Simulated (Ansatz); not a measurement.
Ansatz (a quantum-chemistry and plane-wave program) input (CCSD(T)/def2-QZVPPD):
A basis named .json is the Basis Set Exchange file of that set.

Ansatz 0.2 input:
```yaml
crystal:
  periodic: [false, false, false]
  atoms:
    - {symbol: Te, position_ang: [-0.00000000, -0.00000000, -0.03140517]}
    - {symbol: H, position_ang: [0.00000000, 0.00000000, 1.63306904]}
basis:
  gaussian:
    orbitals: def2-QZVPPD.json
total_charge: -1
magnetization: {spin_polarized: false}
correlation: {method: ccsd_t, electrons: outside_noble_gas}
```

Output:

```
Functional definition: HF
integrals: 0.20 GiB planned
756 factors; integrals over basis functions are off by at most 1.2e-3 eV
mean field: 0.28 GiB planned
mean field evaluation 1: about -7281.8892 eV, gradient 1.3e1 eV
mean field evaluation 2: about -7281.8906 eV, gradient 1.3e1 eV
mean field evaluation 4: about -7282.3874 eV, gradient 1.5e0 eV
mean field evaluation 8: about -7282.3993 eV, gradient 2.5e-4 eV
mean field evaluation 16: about -7282.3969 eV, gradient 5.6e-1 eV
mean field -7282.39929206 eV, -267.6232377958 hartree, gradient 5.2e-6 eV, S^2 0.000000; 0 other end points of the search recorded, 0 dependent functions left out
9 core orbitals not correlated
reference -7282.39929206 eV, -267.6232377958 hartree; 4, 4 occupied and 111, 111 virtual orbitals, 756 factors
second order -4.44768115 eV of doubles, -0.00000000 eV of singles
coupled cluster: 0.38 GiB planned
cycle   1  -4.77587019 eV  change   -3.3e-1 eV  update   5.1e-2
cycle   2  -4.90800650 eV  change   -1.3e-1 eV  update   1.6e-2
cycle   3  -4.92118378 eV  change   -1.3e-2 eV  update   5.4e-3
cycle   4  -4.92066951 eV  change    5.1e-4 eV  update   1.7e-3
cycle   5  -4.92020306 eV  change    4.7e-4 eV  update   5.4e-4
cycle   6  -4.92004088 eV  change    1.6e-4 eV  update   1.8e-4
cycle   7  -4.92005202 eV  change   -1.1e-5 eV  update   4.8e-5
cycle   8  -4.92006020 eV  change   -8.2e-6 eV  update   1.4e-5
cycle   9  -4.92005650 eV  change    3.7e-6 eV  update   4.5e-6
perturbative correction -0.22938962 eV, -0.0084299131 hartree
Total energy: -7287.54873818 eV, -267.8124764501 hartree
```

This state (charge -1, singlet) is run at the relaxed geometry of the species with charge 0 and multiplicity 2.
